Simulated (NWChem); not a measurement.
Species: SiNH$_{2}$Cl, singlet; SMILES [Si](N)Cl

```xyz
5

Si     0.7198     0.6010     0.0000
Cl    -0.1500    -1.3309     0.0000
N     -0.7329     1.5088     0.0000
H     -1.6745     1.1241     0.0000
H     -0.7227     2.5246     0.0000
```
Atoms are numbered in this order, from 1.

Results from NWChem. Low-valent species are run as closed-shell singlets; no triplet was tried in these runs. All runs use the structure optimised with PBE0/def2-SVP.

**Question.** Among these, which level gives the highest value of “dipole (D)”?
(A) B3LYP/def2-SVP
(B) B3LYP/STO-3G
(C) B3LYP/pcseg-2
(D) B3LYP/aug-pcseg-1

**Answer.** B, B3LYP/STO-3G. Values: B3LYP/aug-pcseg-1 2.71; B3LYP/pcseg-2 2.78; B3LYP/def2-SVP 2.79; B3LYP/STO-3G 3.72
